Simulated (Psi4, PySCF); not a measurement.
Psi4 was given this input:
```
memory 2 GB

molecule mol {
1 1
In    0.014481    1.007418    0.390691
C     1.765547    1.721581   -0.864279
H     2.603607    1.059787   -0.646092
H     1.991096    2.751679   -0.590602
H     1.462318    1.645594   -1.908337
C    -1.727801    0.723352    1.817329
H    -2.598762    0.471843    1.212449
H    -1.880360    1.651993    2.366035
H    -1.461268   -0.094284    2.486848
As   -0.028756   -1.921173   -0.748905
H     0.488872   -3.079445    0.031212
H     0.672315   -2.377431   -1.980691
H    -1.264896   -2.664097   -1.119100
}

set {
  basis sto-3g
  reference rks
  scf_type pk
  puream true
  d_convergence 1e-8
  dft_radial_points 99
  dft_spherical_points 590
}

energy('cam-b3lyp')
print_variables()
```

Q: Convert this to an input for PySCF.

A: Several could match; the one computed here: 
```python
from pyscf import gto, scf, dft

mol = gto.M(
    atom='''
In    0.014481    1.007418    0.390691
C     1.765547    1.721581   -0.864279
H     2.603607    1.059787   -0.646092
H     1.991096    2.751679   -0.590602
H     1.462318    1.645594   -1.908337
C    -1.727801    0.723352    1.817329
H    -2.598762    0.471843    1.212449
H    -1.880360    1.651993    2.366035
H    -1.461268   -0.094284    2.486848
As   -0.028756   -1.921173   -0.748905
H     0.488872   -3.079445    0.031212
H     0.672315   -2.377431   -1.980691
H    -1.264896   -2.664097   -1.119100
''',
    basis='sto-3g',
    charge=1,
    spin=0,
    verbose=4,
)

mf = dft.RKS(mol)
mf.xc = 'camb3lyp'
mf.grids.atom_grid = (99, 590)
mf.grids.prune = None
mf.kernel()
```

Both were run: Psi4 gave -7976.150993 Eh and PySCF -7976.151023 Eh, 0.030 mEh apart.
